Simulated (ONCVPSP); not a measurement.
Transferability test, ONCV potential for indium (In)

ONCVPSP 4.0.1 input, shortened (lines: element, Z, core and valence counts, functional; n l f; lmax; l rc ep ncon nbas qcut; lloc lpopt rc5 dvloc0; l nproj debl; icmod fcfact rcfact), PBEsol, scalar-relativistic:

```
  In 49.00    7    3  -116133      upf
    1    0    2.00
    2    0    2.00
    2    1    6.00
    3    0    2.00
    3    1    6.00
    3    2   10.00
    4    0    2.00
    4    1    6.00
    4    2   10.00
    5    0    1.50
    2
    0    2.05    0.00    4    8    2.70
    1    1.20    0.00    4    7    9.10
    2    1.45    0.00    4    9    8.60
    4    1    1.05    6.00
    0    2    0.60
    1    2    3.30
    2    1    3.10
    0    0.00    0.00
```

In the s channel the program set the typed energies aside and used -0.708, 0.250 Ha. In the p channel the program set the typed energies aside and used -3.333, 0.250 Ha.

Energies are relative to the spin-unpolarised reference configuration 4p6 4d10 5s1.5; without spin polarisation the order of configurations can differ from experiment.

| valence configuration | charge | ΔE all-electron (eV) | error AE − PS (meV) |
| --- | --- | --- | --- |
| 4p6 4d10 5s2 | +1 | -8.552 | +0.3 |
| 4p6 4d10 5s1 | +2 | 10.727 | -3.5 |

Q: What are ΔE and the potential's error for 4p6 4d10 5s1 5p2?

A: ΔE = -8.036 eV all-electron; the error (AE − PS) is +0.3 meV.

Q: What are ΔE and the potential's error for 4p6 4d10 5s2 5p1?

A: ΔE = -13.913 eV all-electron; the error (AE − PS) is +2.5 meV.

Levels in the configuration 4p6 4d10 5s1:

| level | all-electron (eV) | pseudo (eV) |
| --- | --- | --- |
| 4p | -96.117 | -96.072 |
| 4d | -36.535 | -36.513 |
| 5s | -23.684 | -23.691 |

Note: ghosts flagged at negative energy: s at -45.2 eV; no localised positive-energy state flagged. A true bound ghost makes a file unfit for plane-wave use.
